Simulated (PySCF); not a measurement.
C₂H₆Ge₂O.
SMILES with atom numbers: `[CH:1]#[C:2][GeH2:3][O:4][GeH3:5]` (hydrogens: H6 on C1; H7, H8 on Ge3; H9, H10, H11 on Ge5)

Cartesian coordinates in Å at the PBE0-D3(BJ)/def2-SVP level; atoms count from 1:
```
atom  x, y, z in Å
C1     2.173    1.462    0.105
C2     1.527    0.432    0.048
Ge3    0.463   -1.148   -0.045
O4    -1.146   -0.775    0.588
Ge5   -2.050    0.761    0.585
H6     2.746    2.370    0.157
H7     0.350   -1.582   -1.515
H8     1.058   -2.239    0.851
H9    -1.309    1.799    1.447
H10   -3.423    0.416    1.181
H11   -2.188    1.267   -0.866
```

Level of theory: PySCF, PBE0-D3(BJ)/def2-SVP geometry optimisation, gas phase.

Take the most abundant isotopes and a rigid rotor. The values belong to one conformer with, in the numbering `[CH:1]#[C:2][GeH2:3][O:4][GeH3:5]`, C2–Ge3–O4–Ge5 29°.

Q: What are A, B and C (cm⁻¹)?

A: Ia = 160.73, Ib = 479.91, Ic = 624.57 u·Å²; 505379 MHz·u·Å²/I gives 3144, 1053 and 809.2 MHz, that is A = 0.10488, B = 0.03513, C = 0.02699 cm⁻¹.

Q: Classify the top.

A: An asymmetric top. Ray's parameter κ = (2B − A − C)/(A − C) = -0.791; −1 is the prolate and +1 the oblate limit.

Q: What does the inertial defect say?

A: Not planar: Δ = Ic − Ia − Ib = -16.07 u·Å². For a rigid frame Δ = −2 Σ m c², so Σ m c² = 8.03 u·Å² lies off the ab plane: 6.43 from hydrogen and 1.61 from heavier atoms. The atom farthest from that plane is 1.53 Å away.

Q: Which types of transition are allowed, and where do some lines up to J = 5 fall?

A: The dipole components are |μa| = 0.19 D, |μb| = 1.19 D, |μc| = 0.40 D. The squared components, which scale the intensities, stand as 0.03 : 1.00 : 0.11 (a : b : c). Some of the stronger lines:

```csv
type,branch,"J(Ka,Kc)",MHz,lower level (cm⁻¹)
b,R,"2(0,2) ← 1(1,1)",1613,0.132
c,Q,"2(1,2) ← 2(0,2)",1867,0.186
b,R,"3(0,3) ← 2(1,2)",3640,0.248
b,R,"1(1,1) ← 0(0,0)",3953,0.000
c,R,"1(1,0) ← 0(0,0)",4197,0.000
c,Q,"5(2,4) ← 5(1,4)",4906,1.061
c,Q,"3(2,2) ← 3(1,2)",5921,0.470
b,R,"3(1,3) ← 2(0,2)",7076,0.186
b,R,"5(1,5) ← 4(0,4)",9861,0.611
c,R,"2(2,0) ← 1(1,0)",10262,0.140
c,R,"4(1,3) ← 3(0,3)",10925,0.369
b,R,"3(2,2) ← 2(1,1)",11860,0.272
c,R,"3(2,1) ← 2(1,1)",11960,0.272
b,R,"4(2,3) ← 3(1,2)",13354,0.470
c,R,"5(1,4) ← 4(0,4)",13491,0.611
c,R,"4(2,2) ← 3(1,2)",13647,0.470
b,Q,"5(4,1) ← 5(3,2)",15415,1.601
c,R,"4(3,1) ← 3(2,1)",18471,0.671
b,R,"4(3,1) ← 3(2,2)",18571,0.668
c,Q,"5(5,1) ← 5(4,1)",19876,2.115
b,R,"5(4,2) ← 4(3,1)",24807,1.287
b,R,"5(5,0) ← 4(4,1)",29232,1.803
```

Q: Estimate the classical rotational partition function at 10 K, 200 K and 298.15 K.

A: Point group C1, symmetry number σ = 1; q = (√π/σ)·√((kT/h)³/(ABC)), k/h = 20836.6 MHz/K: 3260 at 10 K, 291000 at 200 K, 530000 at 298.15 K.

Stationary, but not proved a minimum. No vibrational averaging or centrifugal distortion is included, and the geometry carries the error of its method. A rigid rotor knows nothing of internal rotation, which can split or shift real lines.

The run took 64 s wall on one thread, AMD EPYC 9R45 (x86_64), shared host with 96 logical CPUs at a one-minute load of 51, and the process peaked at 0.58 GiB of memory. That covers the optimisation of the geometry.
